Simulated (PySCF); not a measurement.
## Rh²⁺: excitation energy

Rh²⁺ [Kr] 4d7 (4F) → Rh²⁺ [Kr] 4d6 5s1 (6D), as a difference of total energies. Computed with PySCF 2.14 in aug-cc-pwCVTZ-PP with ECP28MDF (8s8p7d4f3g, 122 functions), with a scalar-relativistic core potential. Correlated levels: valence: 4s2 4p6 frozen; valence and next inner shell: nothing frozen outside the core potential. The calculations carry no spin-orbit coupling.

```csv
method,excitation energy (eV)
UHF,4.720
LDA,4.602
PBE,4.787
PBE0,4.973
r2SCAN,4.633
wB97M-V,5.373
M06,5.673
B2PLYP,5.193
MP2 (valence),5.318
SCS-MP2 (valence),5.886
MP2 (valence and next inner shell),4.791
SCS-MP2 (valence and next inner shell),5.185
```

Question: How much does correlation contribute at MP2 (valence and next inner shell)?

Answer: 4.791 − (4.720) = 0.071 eV, measured against UHF.
